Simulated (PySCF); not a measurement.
**Molecular orbitals of ZrS**

TPSSh at R = 2.187 Å; Zr def2-TZVPP with ECP28, S def2-TZVPP; scalar-relativistic core potentials (PySCF 2.14). State: ³Δ (triplet), unpaired electrons σ ↑, δ ↑. Only the outer orbitals are listed, counted within each symmetry, core potentials removing the inner ones.

| spin | orbital | occ. | ε (eV) | on Zr (%) | main shells (%) |
| --- | --- | --- | --- | --- | --- |
| α | 6σ | 1 | -16.20 | 7 | 93 S s |
| α | 7σ | 1 | -6.90 | 26 | 71 S p, 20 Zr d |
| α | 3π | 1 | -6.45 | 29 | 70 S p, 25 Zr d |
| α | 3π | 1 | -6.45 | 29 | 70 S p, 25 Zr d |
| α | 8σ | 1 | -4.81 | 100 | 75 Zr s, 22 Zr d |
| α | 1δ | 1 | -4.58 | 100 | 100 Zr d |
| α | 1δ | 0 | -2.52 | 100 | 100 Zr d |
| α | 4π | 0 | -2.34 | 88 | 51 Zr d, 36 Zr p, 11 S p |
| α | 4π | 0 | -2.34 | 88 | 51 Zr d, 36 Zr p, 11 S p |
| β | 6σ | 1 | -16.33 | 7 | 93 S s |
| β | 7σ | 1 | -6.82 | 22 | 76 S p, 16 Zr d |
| β | 3π | 1 | -6.44 | 22 | 77 S p, 19 Zr d |
| β | 3π | 1 | -6.44 | 22 | 77 S p, 19 Zr d |
| β | 8σ | 0 | -2.98 | 100 | 82 Zr s, 12 Zr d |
| β | 1δ | 0 | -1.86 | 99 | 99 Zr d |
| β | 4π | 0 | -1.65 | 88 | 61 Zr d, 27 Zr p, 10 S p |

Question: Which are the highest filled and the lowest empty level, where do they sit, and how wide is the gap?

Answer: Highest filled α 1δ at -4.58 eV (in %: 100 Zr d); lowest empty β 8σ at -2.98 eV (in %: 82 Zr s, 12 Zr d); the gap at TPSSh is 1.60 eV.

```
bond order (Mayer)                              : 2.40
⟨S²⟩                                            : 2.015
charge on Zr (Mulliken, basis-dependent)        : 0.43
charge on Zr (Löwdin, basis-dependent)          : -0.35
dipole moment (positive dipole means Zr(−)S(+)) : -5.35 D
```

Spin–orbit coupling is left out. With d or f electrons several states lie close, and the lowest PBE0 determinant need not be the measured ground state.
